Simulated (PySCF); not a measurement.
**Electron correlation in Al (aluminium, neutral)**

[Ne] 3s1 3p2, high-spin 4P determinant (an excited configuration). Calculation: PySCF 2.14, in aug-cc-pwCVDZ; the non-relativistic Hamiltonian (point nucleus). Frozen: 1s2; 11 electrons correlated.

```tsv
level	correlation energy (mhartree)
CCSD	-136.65
(T)	-1.22
CCSD(T)	-137.87
```

Diagnostics: T1 = 0.0042, D1 = 0.0125, largest double amplitude 0.054.

Question: Is a single reference adequate?

Answer: Yes: T1 lies below 0.03 and no double amplitude reaches 0.07.
